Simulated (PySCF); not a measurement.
IS₃: from structure and modes to constants

These are results of UPBE0 in PySCF with I def2-SVP with ECP28, S def2-SVP; scalar-relativistic core potentials, no spin–orbit coupling; density-fitted integrals, not measurements.

The doublet minimum has Cs symmetry. Masses (u): I 126.90447, S 31.97207.

```xyz
4
charge 0 multiplicity 2, angstrom
I    -0.0002   -0.4410    0.0000
S    -2.2431   -0.2588    0.0000
S     1.1217    1.0048    1.4856
S     1.1217    1.0048   -1.4856
```

Harmonic wavenumbers (cm⁻¹): 113.7 (a'', ×1), 141.7 (a', ×1), 155.9 (a', ×1), 305.4 (a'', ×1), 385.9 (a', ×1), 455.7 (a', ×1).

Task: Find the principal moments of inertia and the rotational constants. What kind of rotor is it?

Result: About the centre of mass I = 189.86, 332.71, 425.11 u Å². With B = 16.8576/I this gives 0.08879, 0.05067, 0.03966 cm⁻¹. The molecule is an asymmetric top with κ = -0.55.

Task: Give the standard entropy (298.15 K, 1 bar) by its translational, rotational, vibrational and spin parts, and Cp.

Result: Sackur–Tetrode with M = 222.82 u gives 176.3; rotation with symmetry number 1 gives 119.6; vibration 49.2; spin R ln 2 = 5.8. The total is 350.9 J/(mol K), and Cp = 4 R + 42.9 = 76.2 J/(mol K).

Only a few start shapes were tried, so a lower isomer may exist. Spin–orbit coupling, left out here, can matter for elements this heavy.
